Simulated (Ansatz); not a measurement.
`[O]=[Mo]([OH])([OH])([Cl])[Cl]`, relaxed with RKS PBE0-D4/def2-TZVP in Ansatz 0.2.0 from a PBE-D4/def2-SVP geometry. The force threshold is 0.005 eV/Å; the program also tests the step.

The species carries charge 0 and has multiplicity 1. Mo takes the def2 core potential.

Start:

```xyz
8

O    -0.853   -1.790   -0.358
Mo   -0.296   -0.218   -0.224
O     0.713    0.021    1.381
O     1.375   -0.330   -1.063
Cl   -1.170    1.021   -1.974
Cl   -2.024    0.693    1.098
H     0.188    0.240    2.177
H     2.067    0.363   -1.037
```

Problem. By how much does the energy fall, and how many steps does the optimiser take? (An estimate is asked.)

Solution. The calculation gave: 6.82 kJ/mol, in 15 steps.

Problem. Which bonds change most? (Best estimate.)

Solution. Ansatz gave: Mo2–Cl5 from 2.315 to 2.272 Å; Mo2–Cl6 from 2.358 to 2.328 Å; O1–Mo2 from 1.674 to 1.648 Å; Mo2–O4 from 1.873 to 1.850 Å.

Problem. Give the relaxed structure. (Best estimate.)

Solution. Computed: 
```xyz
8

O    -0.859   -1.768   -0.401
Mo   -0.320   -0.218   -0.255
O     0.728    0.061    1.309
O     1.345   -0.317   -1.058
Cl   -1.203    1.023   -1.941
Cl   -2.002    0.626    1.115
H     0.239    0.305    2.101
H     2.071    0.288   -0.869
```
